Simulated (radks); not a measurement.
Results of a calculation; reference values are marked as such.
Question: Ionisation of neutral thulium, [Xe] 4f13 6s2, to Tm+, [Xe] 4f13 6s1, under several functionals. Non-relativistic Kohn-Sham, spin-polarised, spherical densities, point nucleus; open shells are filled with parallel spins first (spin-orbit coupling, left out, can overturn this in heavy ions); a radial shooting solver on a logarithmic mesh with Libxc functionals. Known Delta-SCF values: exchange-only LDA 4.904 eV; exchange-only B88 5.030 eV. What does LDA (Slater exchange, VWN5 correlation) give, and what is its highest occupied eigenvalue?

Answer: 5.944 eV by Delta-SCF; the 6s eigenvalue is -3.690 eV. NIST: 6.184 eV (measured).

Beside tabulated values, note that relativity, absent from the non-relativistic runs, is large for the heavy elements.
